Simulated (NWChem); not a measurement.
Molecule: CH₂BrF; SMILES FCBr

Computed with NWChem. Medium grid unless said otherwise, to which SCAN and Minnesota functionals are sensitive. All runs use the structure optimised with PBE0/def2-SVP.

For level r2SCAN/def2-TZVPD:

```
Property                     Value
---------------------------  -----
highest occupied level (eV)  -7.27
orbital gap (eV)              6.18
```

**Question.** Estimate the same quantities for level CAM-B3LYP/def2-TZVPD.

**Answer.** The highest occupied level (eV) is -9.68 and the orbital gap (eV) is 10.04.
